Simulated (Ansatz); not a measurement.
Gas-phase electronic energies from Ansatz, PBE0-D4/def2-TZVP geometries. CBS: MP2 limit from def2 TZ/QZ plus the TZ coupled-cluster correction, frozen cores. DFT in def2-TZVPP. B3LYP here is the variant with VWN-RPA as its local correlation; programs differ in this. One conformer a species, not always the lowest.

`C[SiH](F)N[SiH2]F` + `BNCC=C` → `C=C[SiH](F)N[SiH2]F` + `BNCC`  (redistribution)

`C[SiH](F)N[SiH2]F`:

```xyz
13

C    -0.939   -1.434    1.442
Si    0.386   -0.294    0.835
F     1.792   -1.006    1.129
N     0.222    0.029   -0.845
Si    0.451    1.516   -1.658
F    -0.934    2.287   -1.884
H    -1.924   -0.979    1.323
H    -0.927   -2.376    0.887
H    -0.793   -1.669    2.499
H     0.419    1.016    1.524
H    -0.057   -0.751   -1.424
H     1.004    1.274   -3.009
H     1.300    2.387   -0.819
```

`BNCC=C`:

Z-matrix (Å, degrees):
```
C
N 1 1.450
C 1 1.495 2 112.1
H 1 1.096 2 110.6 3 122.4
H 1 1.094 2 107.0 3 -120.9
B 2 1.384 1 127.0 3 118.4
H 2 1.009 1 113.2 3 -59.7
C 3 1.325 1 124.2 2 121.5
H 3 1.088 1 115.7 2 -57.7
H 6 1.197 2 118.8 1 -179.1
H 6 1.198 2 118.8 1 0.9
H 8 1.084 3 121.8 1 179.8
H 8 1.086 3 121.3 1 0.3
```

`C=C[SiH](F)N[SiH2]F`:

Z-matrix (Å, degrees):
```
Si
C 1 1.845
N 1 1.717 2 109.9
F 1 1.602 2 107.1 3 121.0
H 1 1.481 2 114.5 3 -121.9
C 2 1.331 1 122.6 3 -122.6
H 2 1.089 1 118.9 3 57.4
Si 3 1.712 1 128.6 2 24.1
H 3 1.011 1 115.7 2 -153.6
H 6 1.086 2 122.1 1 180.0
H 6 1.086 2 121.5 1 0.1
F 8 1.602 3 111.5 1 -86.8
H 8 1.477 3 109.8 1 31.0
H 8 1.480 3 109.0 1 155.9
```

`BNCC`:

```xyz
12

B     0.756   -1.223    1.402
N     0.705   -0.094    0.606
C     0.153    0.011   -0.728
C    -1.028    0.960   -0.799
H     1.235   -1.140    2.496
H     0.318   -2.254    0.975
H     1.065    0.779    0.964
H    -0.147   -0.993   -1.035
H     0.933    0.339   -1.427
H    -0.743    1.969   -0.488
H    -1.412    1.025   -1.820
H    -1.835    0.622   -0.146
```

```csv
level,ΔE (kJ/mol),difference from CCSD(T)/CBS
PBE-D4,11.9,1.4
r2SCAN-D4,11.9,1.4
PBE0-D4,11.7,1.2
B3LYP-D4,9.1,-1.4
ωB97X-V,10.6,0.1
ωB97M-V,11.2,0.7
B2PLYP,12.0,1.5
PBE,14.4,3.9
r2SCAN,12.6,2.1
PBE0,14.0,3.5
B3LYP,13.2,2.7
HF/def2-TZVPP,10.3,-0.2
MP2/def2-TZVPP,11.2,0.7
SCS-MP2/def2-TZVPP,9.7,-0.8
CCSD/def2-TZVPP,10.3,-0.2
CCSD(T)/def2-TZVPP,10.1,-0.4
HF/def2-QZVPP,10.6,0.1
MP2/def2-QZVPP,11.5,1.0
SCS-MP2/def2-QZVPP,10.1,-0.4
HF/CBS(def2),10.6,0.1
MP2/CBS(def2),11.6,1.1
CCSD/CBS(def2),10.7,0.2
CCSD(T)/CBS,10.5,0
```

Largest T1 diagnostic among the species: 0.012.

The D4 term adds −4.1 kJ/mol with B3LYP and −2.4 kJ/mol with PBE0; it sums over pairs of atoms, weighted by their polarisabilities, and B3LYP, whose exchange is more repulsive, gets the larger term.
